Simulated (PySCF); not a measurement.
Molecule: sum formula H4BN2O (charge -1, singlet). It need not be the lowest isomer of its formula. Whether it binds its extra electron was not tested at this geometry. 
Coordinates optimised at B3LYP-D3(BJ)/def2-TZVP (Ansatz):
SMILES: NB([O-])N
```xyz
8

N     -1.1917    -0.7542     0.0901
B     -0.0092     0.1846     0.0266
N      1.2579    -0.5792    -0.2818
O     -0.0727     1.4653     0.2107
H     -2.0648    -0.2522     0.0028
H     -1.1797    -1.5212    -0.5717
H      1.3296    -1.4986     0.1374
H      2.0793    -0.0397    -0.0448
```
Charge -1, spin multiplicity 1.

Dispersion corrections to the total energy (kcal/mol) from the dftd3 and dftd4 libraries through PySCF: D3(BJ) without and D4 with the three-body term, each with the damping fitted for the functional named.

| functional | D3(BJ) | D4 |
|---|---|---|
| TPSS | -3.31 | -4.09 |
| PBE | -2.69 | -3.01 |
| BP86 | -3.97 | … |
| HF | -23.23 | -12.08 |
| B3LYP | -4.54 | -4.83 |
| BLYP | -5.61 | … |
| B2PLYP | … | -2.09 |

**Question.** Complete the blanks.

**Answer.** 
- BP86, D4: -3.85
- BLYP, D4: -6.91
- B2PLYP, D3(BJ): -2.02
